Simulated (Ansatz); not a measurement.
Start from `[CH3][GeH2][B](O)O` and change one atom or group to get `[NH2][GeH2][B](O)O`.

Ansatz, PBE0-D4/def2-TZVP geometries, multiplicity 1. Each molecule was computed in one conformer, which needn't be the lowest.

Scalar relativity is left out up to krypton.

```tsv
property	`[CH3][GeH2][B](O)O`
HOMO–LUMO gap (PBE/def2-TZVPP) / eV	5.43
LUMO energy (ωB97M-V/def2-TZVPP) / eV	1.52
LUMO energy (B3LYP/def2-TZVPP) / eV	-0.42
HOMO–LUMO gap (ωB97M-V/def2-TZVPP) / eV	11.43
size of the dipole moment (B3LYP/def2-TZVPP) / D	1.82
HOMO–LUMO gap (B3LYP/def2-TZVPP) / eV	7.13
```

Problem. What does the change do to each property? (An estimate is asked.)

Solution. Computed: 
```json
{"property": "HOMO–LUMO gap (PBE/def2-TZVPP) / eV", "`[NH2][GeH2][B](O)O`": "4.46", "shift": "-0.97"}
{"property": "LUMO energy (ωB97M-V/def2-TZVPP) / eV", "`[NH2][GeH2][B](O)O`": "1.65", "shift": "0.13"}
{"property": "LUMO energy (B3LYP/def2-TZVPP) / eV", "`[NH2][GeH2][B](O)O`": "-0.36", "shift": "0.06"}
{"property": "HOMO–LUMO gap (ωB97M-V/def2-TZVPP) / eV", "`[NH2][GeH2][B](O)O`": "10.75", "shift": "-0.68"}
{"property": "size of the dipole moment (B3LYP/def2-TZVPP) / D", "`[NH2][GeH2][B](O)O`": "2.14", "shift": "0.32"}
{"property": "HOMO–LUMO gap (B3LYP/def2-TZVPP) / eV", "`[NH2][GeH2][B](O)O`": "6.25", "shift": "-0.88"}
```

With PBE0 the HOMO rises by 0.90 eV and the LUMO rises by 0.06 eV, so the gap narrows by about 0.84 eV. PBE moves the HOMO by 1.01 eV and ωB97M-V by 0.82 eV. Dipoles are sizes alone; their direction can turn.

B3LYP here is the variant with VWN-RPA as its local correlation; programs differ in this.
